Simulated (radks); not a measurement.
Problem. Spherical quantum dot in the effective-mass picture: electrons in a parabolic well V = omega^2 r^2 / 2 with omega = 0.335, with a point charge +2 (a donor) at the centre, all in effective atomic units (hartree* = m*/eps^2 hartree, bohr* = eps/m* bohr), one dielectric constant everywhere. Calculated with a radial shooting solver with Libxc functionals: non-relativistic Kohn-Sham, PBEsol, spin-polarised, spherical densities. Levels are named by radial order and angular momentum (1s, 1p, 1d, 2s, ...), and open shells are averaged over m. Each electron was tried in the lowest free levels, single moves between levels near the top were tried too, and the lowest total energy was kept; such a search can miss a lower state. Give the order in which the levels fill up to N = 32, the shell closures and the spin along the way.

Solution. Shells are first occupied in the order 1s, 1p, 2s, 1d, 1f, 2p, 3s. Open shells at each N (closed shells left out): 1: 1s(up 1, down 0); 2: none; 3: 1p(up 1, down 0); 4: 1p(up 2, down 0); 5: 1p(up 3, down 0); 6: 1p(up 3, down 0) 2s(up 1, down 0); 7: 1p(up 3, down 0); 8: 1p(up 3, down 1); 9: 1p(up 3, down 2); 10: none; 11: 1d(up 1, down 0); 12: 1d(up 2, down 0); 13: 1d(up 3, down 0); 14: 1d(up 4, down 0); 15: 1d(up 5, down 0); 16: 1d(up 5, down 1); 17: 1d(up 5, down 2); 18: 1d(up 5, down 3); 19: 1d(up 5, down 4); 20: none; 21: 1f(up 1, down 0); 22: 1f(up 2, down 0); 23: 1f(up 3, down 0); 24: 1f(up 4, down 0); 25: 1f(up 5, down 0); 26: 1f(up 6, down 0); 27: 1f(up 7, down 0); 28: 1f(up 7, down 0) 2p(up 1, down 0); 29: 1f(up 7, down 0) 2p(up 1, down 0) 3s(up 1, down 0); 30: 1f(up 7, down 0) 2p(up 2, down 0) 3s(up 1, down 0); 31: 1f(up 7, down 1) 2p(up 2, down 0) 3s(up 1, down 0); 32: 1f(up 7, down 5). All shells are closed at N = 2, 10, 20 (there: 1s2 1p6 1d10 2s2). Largest 2S: 10, at N = 30.
